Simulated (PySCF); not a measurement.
# Computed spin Hamiltonian

C3H8FOSi (doublet state).
SMILES with atom numbers: `[CH3:1][CH:2][CH2:3][O:4][SiH2:5][F:6]` (hydrogens: H7, H8, H9 on C1; H10 on C2; H11, H12 on C3; H13, H14 on Si5)

Structure used (GFN2-xTB), in Å, numbered top down from 1:
```xyz
14
C3H8FOSi angstrom
C     -2.2831    0.0312   -0.1197
C     -1.2353    0.9670   -0.5686
C      0.1508    0.5066   -0.7898
O      0.8588    0.5344    0.4443
Si     2.3627    0.1275    0.8255
F      2.3565    0.3676    2.4062
H     -2.1816   -0.9361   -0.6118
H     -3.2766    0.4345   -0.3061
H     -2.2047   -0.1509    0.9599
H     -1.4021    2.0253   -0.4617
H      0.6782    1.1556   -1.4996
H      0.1689   -0.5210   -1.1716
H      2.6479   -1.2841    0.6140
H      3.3589    1.0221    0.2569
```

The hyperfine couplings belong to this conformer and change with its torsions.

The calculation used UKS B3LYP, pcH-1 on C F H O Si, non-relativistic, mean-field spin-orbit, GIAO in PySCF 2.14.0. Geometry: GFN2-xTB, one conformer, isolated molecule. The geometry wasn't refined by DFT: couplings that depend on bond lengths, twists or pyramidal angles can differ widely from those at the functional's own minimum. The SCF solution wasn't tested for stability.

* g1, g2, g3: 2.00216, 2.00240, 2.00287
* g_iso: 2.00247
* Form of g: rhombic: the two nearest values differ by 33 % of g3 − g1
* ⟨S²⟩: 0.7536 (exact 0.7500)
* α and β electrons: 29, 28

Hyperfine couplings atom by atom, in MHz; T1 to T3 are the principal values of the dipolar part:

```
atom  isotope  a_iso  of which spin–orbit     T1     T2     T3  Mulliken spin population
  C1      13C  -31.4                  0.0   -2.7    0.1    2.7                     -0.08
  C2      13C  105.3                 -0.1  -80.7  -80.0  160.6                      1.02
  C3      13C  -10.5                  0.0   -1.8   -0.5    2.3                     -0.04
  O4      17O  -91.3                  0.0  -13.3    6.4    6.9                      0.03
 Si5     29Si  -13.7                  0.0   -4.4    2.2    2.2                      0.01
  F6      19F    3.3                  0.0   -4.7   -4.5    9.2                      0.00
  H7       1H   39.6                  0.0   -4.8   -4.5    9.3                      0.02
  H8       1H   35.5                  0.0   -4.9   -4.5    9.4                      0.01
  H9       1H  164.4                  0.0   -5.7   -2.7    8.4                      0.07
 H10       1H  -58.6                  0.0  -37.9   -1.4   39.3                     -0.04
 H11       1H   23.3                  0.0   -6.8   -3.5   10.3                      0.01
 H12       1H    8.5                  0.0   -6.2   -4.0   10.2                      0.00
 H13       1H    2.1                  0.0   -0.9   -0.7    1.6                      0.00
 H14       1H    1.7                  0.0   -0.9   -0.7    1.6                      0.00
```

The Mulliken spin populations are largest on C2 (+1.02), C1 (-0.08) and H9 (+0.07). No atom but C2 exceeds +0.15. The angles at C2 add up to 357.7°, so it is nearly planar; its axial dipolar tensor and the negative coupling of its proton fit spin in a p orbital normal to that plane.

Under fast tumbling the dipolar parts average out, and these isotropic splittings remain: 3 × 1H (H7/H8/H9, I = 1/2, 4 lines) with 2.85 mT, 1 × 1H (H10, I = 1/2, 2 lines) with 2.09 mT, 2 × 1H (H11/H12, I = 1/2, 3 lines) with 0.57 mT, 1 × 19F (F6, I = 1/2, 2 lines) with 0.12 mT and 2 × 1H (H13/H14, I = 1/2, 3 lines) with 0.07 mT.

Means are taken over nuclei equivalent by connectivity, which assumes that they swap fast. The three 1H nuclei of mean +79.8 MHz run from 35.5 to 164.4 MHz in the frozen geometry. The 1H value of +15.9 MHz is a mean of couplings from 8.5 to 23.3 MHz in this one geometry, not an average over conformers.

The 29Si coupling of Si5 (-13.7 MHz) shows only in satellite lines or after enrichment, since that isotope makes up about 4.7 % of natural silicon.

The 17O coupling of O4 (-91.3 MHz) shows only in satellite lines or after enrichment, since that isotope makes up about 0.038 % of natural oxygen.
